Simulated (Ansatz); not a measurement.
Isolated molecules relaxed with PBE0-D4/def2-TZVP in Ansatz; ΔE leaves out vibrations. CBS: MP2 limit from def2 TZ/QZ plus the TZ coupled-cluster correction, frozen cores. This one scheme is used for every species. DFT in def2-TZVPP. B3LYP here is the variant with VWN-RPA as its local correlation; programs differ in this. One conformer a species, not always the lowest.

Consider the cleavage of the Si–B bond: `NB(F)[SiH3]` + `[OH][Al]([OH])[SH]` → `[OH][Al]([SH])[O][SiH3]` + `NBF`.

`NB(F)[SiH3]`:

Z-matrix (Å, degrees):
```
Si
B 1 2.031
H 1 1.489 2 111.2
H 1 1.491 2 110.7 3 120.0
H 1 1.489 2 111.1 3 -120.0
F 2 1.343 1 119.6 3 59.0
N 2 1.391 1 122.7 3 -121.1
H 7 1.008 2 122.6 1 -179.9
H 7 1.004 2 122.9 1 0.1
```

`[OH][Al]([OH])[SH]`:

```xyz
7

O     0.635   -0.466    1.261
Al   -0.089    0.075   -0.167
O    -0.752    1.605   -0.423
S    -0.182   -1.311   -1.830
H     0.738    0.044    2.062
H    -0.785    2.319    0.210
H     0.436   -2.265   -1.112
```

`[OH][Al]([SH])[O][SiH3]`:

```xyz
10

O    -2.391    0.724   -0.385
Al   -0.820    0.371   -0.879
S    -0.231    0.553   -2.963
O     0.298   -0.128    0.258
Si    1.107   -0.569    1.597
H    -3.088    1.014   -0.971
H     1.027    0.161   -2.695
H     0.685   -1.929    2.024
H     0.845    0.389    2.703
H     2.567   -0.586    1.312
```

`NBF`:

Z-matrix (Å, degrees):
```
N
B 1 1.389
H 1 1.006 2 122.9
H 1 1.004 2 122.4 3 -180.0
F 2 1.337 1 119.2 3 0.0
H 2 1.196 1 121.8 3 -180.0
```

(1) Is it downhill or uphill in electronic energy at CCSD(T)/CBS, and by how much? (Best estimate.)

(2) What do these levels give: B97M-V, B3LYP-D4, r2SCAN0-D4, HF/def2-SVP, CCSD/def2-TZVPP, HF/CBS(def2)? (An estimate is asked.)

Largest T1 diagnostic among the species: 0.013.

Results:

(1) Ansatz gave: Downhill: ΔE = -1.38 eV.

(2) Ansatz gave: B97M-V -1.35, B3LYP-D4 -1.39, r2SCAN0-D4 -1.38, HF/def2-SVP -1.64, CCSD/def2-TZVPP -1.43, HF/CBS(def2) -1.73 eV.

In def2-TZVPP, CCSD(T) changes the Hartree–Fock value by +0.31 eV (the triples alone add +0.04 eV) and MP2 by +0.24 eV. From r2SCAN to r2SCAN0 (25 % exact exchange), in def2-TZVPP and without D4, ΔE moves by −0.06 eV.
